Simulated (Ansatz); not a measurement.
Species: C$_{3}$H$_{9}$OSi (charge -1, singlet). It need not be the lowest isomer of its formula. Whether it binds its extra electron was not tested at this geometry. 
Structure (B3LYP-D3(BJ)/def2-TZVP (Ansatz, an electronic-structure program) minimum search):
SMILES: C[Si](C)(C)[O-]
```xyz
14

Si    -0.0231    -0.0705     0.2121
C      1.7826     0.2853    -0.3410
C     -0.6590    -1.2895    -1.1306
C     -0.9402     1.5641    -0.2125
O     -0.1840    -0.5615     1.6889
H      1.8484     0.6265    -1.3811
H      2.3946    -0.6171    -0.2417
H      2.2298     1.0552     0.2963
H     -0.5267    -0.9055    -2.1492
H     -1.7241    -1.4952    -0.9824
H     -0.1285    -2.2446    -1.0577
H     -2.0147     1.4537    -0.0337
H     -0.8002     1.8704    -1.2561
H     -0.5839     2.3766     0.4291
```
Charge -1, spin multiplicity 1.

Basis-set convergence of Hartree-Fock and CCSD correlation energies (hartree) with Ansatz. Cores are frozen in the correlated levels unless marked. Spin-orbit coupling is left out. No relativistic terms.

```json
[
 {"basis": "aug-cc-pV(D+d)Z", "functions": "205", "E(HF)": "-482.73368", "E(corr, CCSD)": "-0.84300"},
 {"basis": "aug-cc-pV(T+d)Z", "functions": "446", "E(HF)": "…", "E(corr, CCSD)": "…"}
]
```

What belongs in the gaps?


- aug-cc-pV(T+d)Z, E(HF): -482.80314
- aug-cc-pV(T+d)Z, E(corr, CCSD): -0.98553
